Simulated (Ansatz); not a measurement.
Stepwise reaction of `[OH][Sc]([Cl])[Cl]` with ammonia, as a gas-phase model of exchange steps in deposition or etching. ΔE in kJ/mol; ΔG adds harmonic PBE0-D4 terms to CCSD(T)/CBS, at 1 bar.

Computed with Ansatz on PBE0-D4/def2-TZVP structures; ΔE is electronic, products minus reactants. CCSD(T)/CBS is the MP2 limit (def2-TZVPP, def2-QZVPP) plus CCSD(T) − MP2 in def2-TZVPP, frozen cores. This one scheme is used for every species. DFT in def2-TZVPP. B3LYP here is the variant with VWN-RPA as its local correlation; programs differ in this. For Sc outer-core shells are correlated without core-valence functions, which leaves a few kJ/mol of doubt a bond. Scalar relativity is left out up to krypton. Each species was taken in one conformer, which may not be the lowest.

```csv
step,reaction,PBE-D4,B3LYP-D4,ωB97M-V,CCSD(T)/CBS,ΔG(500 K)
1,`[OH][Sc]([Cl])[Cl]` + NH₃ → `[NH2][Sc]([OH])[Cl]` + HCl,106.4,109.1,110.0,110.3,99.5
2,`[NH2][Sc]([OH])[Cl]` + NH₃ → `[NH2][Sc]([NH2])[OH]` + HCl,127.9,130.4,131.2,129.0,118.3
```

(1) By hand: ΔE of the 2 steps together at CCSD(T)/CBS.

## Answers

(1) (110.3) + (129.0) = 239.3 kJ/mol, or 119.7 kJ/mol a step.

In ΔE each step is higher than the one before. All are uphill at CCSD(T)/CBS. ΔG lies between 99.5 and 118.3 kJ/mol a step. PBE-D4 differs from CCSD(T)/CBS by -3.9 to -1.1 kJ/mol a step. Isolated molecules leave out the surface, adducts and barriers. Largest T1 diagnostic: 0.015.
